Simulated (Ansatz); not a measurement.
Start from `[SiH3][CH2][GaH2]` and change one element to get `BC[SiH3]`.

Ansatz, PBE0-D4/def2-TZVP geometries, multiplicity 1. 

Scalar relativity is left out up to krypton.

```csv
property,`[SiH3][CH2][GaH2]`
size of the dipole moment (ωB97M-V/def2-TZVPP) / D,0.98
LUMO energy (ωB97M-V/def2-TZVPP) / eV,0.09
HOMO–LUMO gap (PBE0/def2-TZVPP) / eV,6.43
zero-point energy (PBE0-D4/def2-TZVP) / kJ/mol,168.7
HOMO energy (PBE0/def2-TZVPP) / eV,-8.02
size of the dipole moment (B3LYP/def2-TZVPP) / D,0.97
```

Problem. What does the change do to each property? (An estimate is asked.)

Solution. The calculation gave: 
```csv
property,`BC[SiH3]`,shift
size of the dipole moment (ωB97M-V/def2-TZVPP) / D,0.92,-0.06
LUMO energy (ωB97M-V/def2-TZVPP) / eV,0.52,0.43
HOMO–LUMO gap (PBE0/def2-TZVPP) / eV,7.68,1.25
zero-point energy (PBE0-D4/def2-TZVP) / kJ/mol,189.5,20.8
HOMO energy (PBE0/def2-TZVPP) / eV,-9.05,-1.03
size of the dipole moment (B3LYP/def2-TZVPP) / D,0.93,-0.04
```

With PBE0 the HOMO falls by 1.03 eV and the LUMO rises by 0.21 eV, so the gap widens by about 1.24 eV. PBE moves the HOMO by -0.83 eV and ωB97M-V by -1.12 eV. Dipoles are sizes alone; their direction can turn.

B3LYP here is the variant with VWN-RPA as its local correlation; programs differ in this.
